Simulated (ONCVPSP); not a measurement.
## Pseudopotentials across the periodic table

Generated with ld1.x 7.5 (TM, RRKJ, ultrasoft, PAW), atompaw 4.2 or ONCVPSP 4.0.1. The cutoff is in Ry: for ld1.x and atompaw files where the sum of valence levels is converged to 10 mRy in a Bessel basis, for ONCV files where the hardest occupied wave has 1 mHa per electron of residual kinetic energy. The error is the largest all-electron minus pseudo excitation energy over each file’s own four to seven test configurations (ionisations up to +4, promotions, holes and added fractions of an electron), all of which were solved. The labels leave out finer settings (local radius, basis sizes, second energies), which also bear on the numbers. Spin-polarised tests are not counted. The rows are a selection from randomly drawn settings: files with unsolved tests, undetermined cutoffs or missed reference levels are left out.

A true bound ghost makes a file unfit for plane-wave use even where its test errors are small: the radial tests pick states by their node count and pass the ghost by.

```tsv
element	potential	cutoff (Ry)	largest error (meV)	bound ghosts
Cl	ONCV, LDA (Perdew-Wang 92), scalar-relativistic, rc 1.40/1.30/1.15 (spd), local smoothed, core correction no, reference 3s2 3p5, qcut 5.9/5.6/9.5, projectors 1/2/1	29	+115	none
Zr	ONCV, LDA (Perdew-Zunger), scalar-relativistic, rc 2.25/1.25/3.05/3.00 (spdf), local smoothed, core correction no, reference 4s2 4p6 4d2 5s2, qcut 4.9/7.1/4.1/3.8, projectors 2/1/2/2	49	+108	d
Ba	ONCV, PBEsol, scalar-relativistic, rc 3.10/2.05/2.80 (spd), local smoothed, core correction yes, reference 5s2 5p6 6s2, qcut 4/3.6/4, projectors 2/2/2	51	-21	none
La	ONCV, PBE, scalar-relativistic, rc 2.50/2.10/1.15/2.25 (spdf), local smoothed, core correction no, reference 4d10 5s2 5p6 5d1 6s2, qcut 4.8/3.9/10.8/5.2, projectors 2/1/3/2	119	-4.4	s, p
Pr	ONCV, LDA (Perdew-Wang 92), fully relativistic, rc 2.35/2.00/3.20 (spd), local smoothed, core correction yes, reference 5s2 5p6 5d1, qcut 5.6/4.5/4.8, projectors 2/2/2	24	-113	none
Hf	ONCV, PBE, scalar-relativistic, rc 1.85/2.15/2.40/2.00 (spdf), local smoothed, core correction yes, reference 5s2 5p6 5d2 6s1 6p1, qcut 7.4/6.1/6.3/5.4, projectors 2/2/2/1	35	+11	none
```

Task: Fill in the row for Rb: ONCV, PBE, scalar-relativistic, rc 2.65/1.55/2.40 (spd), local smoothed, core correction no, reference 4s2 4p6 5s0.5, qcut 5.8/5.7/4, projectors 2/1/1.

Result: cutoff 30 Ry, largest error +3.6 meV, bound ghosts: none.

Task: Fill in the row for Be: ONCV, LDA (Perdew-Zunger), scalar-relativistic, rc 0.75/3.45/3.20 (spd), local smoothed, core correction no, reference 1s2 2s1 2p1, qcut 15/3.2/2.9, projectors 2/3/2.

Result: cutoff 177 Ry, largest error +157 meV, bound ghosts: none.
